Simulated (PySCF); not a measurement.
O: excitation energy

O [He] 2s2 2p4 (3P) → O [He] 2s2 2p3 3d1 (5D), as a difference of total energies. Calculation: PySCF 2.14, in aug-cc-pVQZ with one added diffuse shell each of s, p, d, f, g type (7s6p5d4f3g, 105 functions); no relativity, point nucleus. Correlated levels: valence: 1s2 frozen. The calculations carry no spin-orbit coupling.

Question: Order these methods by the excitation energy they give, lowest first.
A. SCS-MP2 (valence)
B. revPBE
C. UHF
D. PBEsol

Answer: C (11.651 eV), B (12.752 eV), D (12.786 eV), A (13.148 eV).

Errors of the correlated levels include the incompleteness of this basis and the frozen core.

The promoted electron is Rydberg-like, and one or two diffuse shells describe it only roughly, which tends to raise the upper state.

In the upper state the promoted electron has a positive orbital energy at LDA, PBE, PBE0, r2SCAN, BHandHLYP, r2SCAN0, revPBE, PBEsol, so the basis confines it.

For comparison: 12.069 eV (measured; NIST levels, between the centres of gravity of the two terms).
